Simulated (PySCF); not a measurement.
Isomers of C8H15N, one GFN2-xTB conformer each. Single-point energies are computed at PBE0/pcSseg-1 (PySCF, gas phase, no added dispersion term), electronic only.

```json
{"SMILES": "C=C(CCCC)/N=C/C", "GFN2-xTB relative energy (kcal/mol)": "38.2"}
{"SMILES": "CC/C(C)=C(C)\\C=N/C", "GFN2-xTB relative energy (kcal/mol)": "39.5"}
{"SMILES": "C=C(/C=N\\C)C(C)(C)C", "GFN2-xTB relative energy (kcal/mol)": "43.0"}
{"SMILES": "N[C@@H]1C[C@H]2CCC[C@@H]1C2", "GFN2-xTB relative energy (kcal/mol)": "0.0"}
{"SMILES": "C=C1C[C@H]1CNCCC", "GFN2-xTB relative energy (kcal/mol)": "58.8"}
{"SMILES": "C=CC/C(=N\\C)C(C)C", "GFN2-xTB relative energy (kcal/mol)": "42.7"}
```

Conformers: `[CH2:1]=[C:2]([CH2:3][CH2:4][CH2:5][CH3:6])/[N:7]=[CH:8]/[CH3:9]` with C1–C2–C3–C4 109°, C2–C3–C4–C5 175°, C3–C4–C5–C6 -179°, C1–C2–N7–C8 52°; `[CH3:1][CH2:2]/[C:3]([CH3:4])=[C:5]([CH3:6])\[CH:7]=[N:8]/[CH3:9]` with C1–C2–C3–C4 92°, C3–C5–C7–N8 122°; `[CH2:1]=[C:2](/[CH:3]=[N:4]\[CH3:5])[C:6]([CH3:7])([CH3:8])[CH3:9]` with C1–C2–C3–N4 57°; `[NH2:1][C@@H:2]1[CH2:3][C@H:4]2[CH2:5][CH2:6][CH2:7][C@@H:8]1[CH2:9]2` with H–N1–C2–C3 -64° and 178°; `[CH2:1]=[C:2]1[CH2:3][C@H:4]1[CH2:5][NH:6][CH2:7][CH2:8][CH3:9]` with C3–C4–C5–N6 -86°, C4–C5–N6–C7 178°, C5–N6–C7–C8 -178°, N6–C7–C8–C9 -175°; `[CH2:1]=[CH:2][CH2:3]/[C:4](=[N:5]\[CH3:6])[CH:7]([CH3:8])[CH3:9]` with C1–C2–C3–C4 -118°, C2–C3–C4–N5 94°, C3–C4–C7–C8 -91°.

Task: What does PBE0/pcSseg-1 give for the same structures?

Result: 
```json
{"SMILES": "N[C@@H]1C[C@H]2CCC[C@@H]1C2", "PBE0/pcSseg-1 E (Eh)": "-368.15335", "PBE0/pcSseg-1 (kcal/mol)": "0.0", "GFN2-xTB (kcal/mol)": "0.0", "point group": "C1"}
{"SMILES": "C=C(CCCC)/N=C/C", "PBE0/pcSseg-1 E (Eh)": "-368.10594", "PBE0/pcSseg-1 (kcal/mol)": "29.7", "GFN2-xTB (kcal/mol)": "38.2", "point group": "C1"}
{"SMILES": "C=CC/C(=N\\C)C(C)C", "PBE0/pcSseg-1 E (Eh)": "-368.09405", "PBE0/pcSseg-1 (kcal/mol)": "37.2", "GFN2-xTB (kcal/mol)": "42.7", "point group": "C1"}
{"SMILES": "CC/C(C)=C(C)\\C=N/C", "PBE0/pcSseg-1 E (Eh)": "-368.09376", "PBE0/pcSseg-1 (kcal/mol)": "37.4", "GFN2-xTB (kcal/mol)": "39.5", "point group": "C1"}
{"SMILES": "C=C(/C=N\\C)C(C)(C)C", "PBE0/pcSseg-1 E (Eh)": "-368.09028", "PBE0/pcSseg-1 (kcal/mol)": "39.6", "GFN2-xTB (kcal/mol)": "43.0", "point group": "C1"}
{"SMILES": "C=C1C[C@H]1CNCCC", "PBE0/pcSseg-1 E (Eh)": "-368.06465", "PBE0/pcSseg-1 (kcal/mol)": "55.7", "GFN2-xTB (kcal/mol)": "58.8", "point group": "C1"}
```

Both levels put the same isomer lowest; measured from each level's own lowest isomer, the values differ by up to 8.5 kcal/mol (C=C(CCCC)/N=C/C: 38.2 against 29.7). As drawn, the highest has a three-membered ring and a C=C bond outside aromatic rings, which the lowest lacks. Neighbours under 2.5 kcal/mol apart (C=CC/C(=N\C)C(C)C and CC/C(C)=C(C)\C=N/C; CC/C(C)=C(C)\C=N/C and C=C(/C=N\C)C(C)(C)C) can change places with a better method, another conformer or zero-point energy.

Task: Which frontier levels, dipoles and rotational constants go with these structures?

Result: 
```csv
SMILES,"HOMO (eV, PBE0/pcSseg-1)",LUMO (eV),dipole (D),"A, B, C (MHz)"
N[C@@H]1C[C@H]2CCC[C@@H]1C2,-6.67,1.34,1.20,"2661, 1553, 1358"
C=C(CCCC)/N=C/C,-6.48,-0.51,1.35,"2621, 698.3, 585.9"
C=CC/C(=N\C)C(C)C,-6.50,-0.07,1.34,"2072, 1087, 898.8"
CC/C(C)=C(C)\C=N/C,-6.69,-0.34,2.35,"2036, 1231, 915.9"
C=C(/C=N\C)C(C)(C)C,-6.75,-0.47,1.99,"2609, 1083, 1007"
C=C1C[C@H]1CNCCC,-6.39,0.24,0.92,"6464, 511.2, 492.5"
```
